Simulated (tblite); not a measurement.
Species: C5H7BGe.
SMILES with atom numbers: `[CH:1]#[C:2][GeH2:3][BH:4][C:5]1=[CH:6][CH2:7]1` (hydrogens: H8 on C1; H9, H10 on Ge3; H11 on B4; H12 on C6; H13, H14 on C7)

Computed with GFN2-xTB (tblite), gas phase: L-BFGS steps from a force-field or distance-geometry start until the largest atomic force falls under 0.01 eV/Å.

Step 62: E = -468.8883 eV
```
atom  x, y, z in Å  |  force x, y, z in eV/Å
C1      2.4634    1.6962    0.9974    0.003   0.003   0.007
C2      2.1454    0.6773    0.4431   -0.006   0.004  -0.004
Ge3     1.5967   -0.9412   -0.3999   -0.024  -0.001   0.005
B4     -0.2534   -1.5204    0.1715    0.020  -0.002  -0.011
C5     -1.3800   -0.5348    0.0243    0.006  -0.007  -0.015
C6     -2.6395   -0.1634    0.1529    0.011   0.003   0.012
C7     -1.7591    0.8484   -0.4770   -0.001   0.010  -0.007
H8      2.7570    2.5878    1.4750   -0.006   0.007   0.003
H9      2.7663   -1.8636   -0.1682   -0.006  -0.014   0.004
H10     1.7195   -0.5953   -1.8648    0.000  -0.011   0.007
H11    -0.4840   -2.5923    0.5834    0.001   0.006  -0.007
H12    -3.6344   -0.3492    0.4814    0.004  -0.011   0.015
H13    -1.8308    1.0236   -1.5440   -0.004   0.005  -0.011
H14    -1.4676    1.7264    0.0879    0.001   0.006   0.003
```

Step 63: E = -468.8884 eV
```
atom  x, y, z in Å  |  force x, y, z in eV/Å
C1      2.4587    1.6979    0.9972    0.007   0.011   0.009
C2      2.1424    0.6788    0.4425   -0.007  -0.002  -0.006
Ge3     1.5969   -0.9415   -0.3985   -0.042  -0.010   0.000
B4     -0.2547   -1.5236    0.1699    0.039  -0.002  -0.016
C5     -1.3796   -0.5362    0.0239    0.009  -0.011  -0.002
C6     -2.6376   -0.1610    0.1556    0.008   0.003   0.005
C7     -1.7556    0.8479   -0.4764   -0.004   0.018  -0.013
H8      2.7512    2.5900    1.4742   -0.006   0.010   0.005
H9      2.7679   -1.8617   -0.1665   -0.004  -0.014   0.005
H10     1.7182   -0.5979   -1.8646    0.000  -0.011   0.013
H11    -0.4866   -2.5977    0.5753    0.001   0.008  -0.008
H12    -3.6323   -0.3429    0.4867    0.001  -0.013   0.019
H13    -1.8276    1.0214   -1.5435   -0.007   0.011  -0.014
H14    -1.4622    1.7261    0.0871    0.006   0.003   0.002
```

Step 64: E = -468.8886 eV
```
atom  x, y, z in Å  |  force x, y, z in eV/Å
C1      2.4499    1.7008    0.9970    0.010   0.020   0.010
C2      2.1365    0.6817    0.4409   -0.008  -0.010  -0.008
Ge3     1.5968   -0.9421   -0.3961   -0.056  -0.023  -0.006
B4     -0.2566   -1.5294    0.1664    0.055  -0.002  -0.023
C5     -1.3787   -0.5388    0.0235    0.012  -0.011   0.020
C6     -2.6338   -0.1566    0.1611    0.002   0.001  -0.008
C7     -1.7492    0.8471   -0.4754   -0.008   0.024  -0.020
H8      2.7400    2.5941    1.4732   -0.006   0.013   0.008
H9      2.7710   -1.8582   -0.1625   -0.007  -0.013   0.007
H10     1.7167   -0.6038   -1.8644    0.000  -0.009   0.023
H11    -0.4910   -2.6077    0.5593    0.002   0.013  -0.011
H12    -3.6280   -0.3310    0.4976    0.003  -0.015   0.025
H13    -1.8221    1.0174   -1.5429   -0.013   0.019  -0.015
H14    -1.4522    1.7262    0.0853    0.013  -0.007  -0.002
```

Q: Estimate the geometry and energy of step 65. (The exact step hangs on the optimiser's Hessian estimate; all steps are aligned on step 64, rigid shifts and turns removed.)

A: E = -468.8890 eV, largest force 0.066 eV/Å
```
atom  x, y, z in Å  |  force x, y, z in eV/Å
C1      2.4351    1.7054    0.9970    0.010   0.026   0.005
C2      2.1265    0.6867    0.4374   -0.008  -0.018  -0.006
Ge3     1.5964   -0.9438   -0.3927   -0.055  -0.035  -0.012
B4     -0.2588   -1.5385    0.1596    0.059   0.001  -0.029
C5     -1.3769   -0.5428    0.0229    0.013  -0.002   0.051
C6     -2.6274   -0.1491    0.1707   -0.003  -0.002  -0.028
C7     -1.7395    0.8462   -0.4740   -0.014   0.025  -0.028
H8      2.7209    2.6003    1.4726   -0.006   0.013   0.009
H9      2.7763   -1.8525   -0.1548   -0.015  -0.009   0.010
H10     1.7160   -0.6154   -1.8643    0.000  -0.005   0.034
H11    -0.4978   -2.6234    0.5318    0.006   0.020  -0.016
H12    -3.6204   -0.3115    0.5171    0.012  -0.017   0.032
H13    -1.8146    1.0110   -1.5421   -0.022   0.031  -0.015
H14    -1.4365    1.7270    0.0816    0.024  -0.026  -0.007
```

The energy changes by -0.0004 eV. The first-order estimate −F·Δx gives -0.0005 eV and the mean of the old and new forces, exact on a quadratic surface, -0.0004 eV. The step makes an angle of 86° with the force vector and moves no atom by more than 0.032 Å.

The cost below is that of the whole relaxation. On Intel Xeon at 2.50 GHz, one thread, shared host with 64 logical CPUs at a one-minute load of 56, this took 2.4 s.
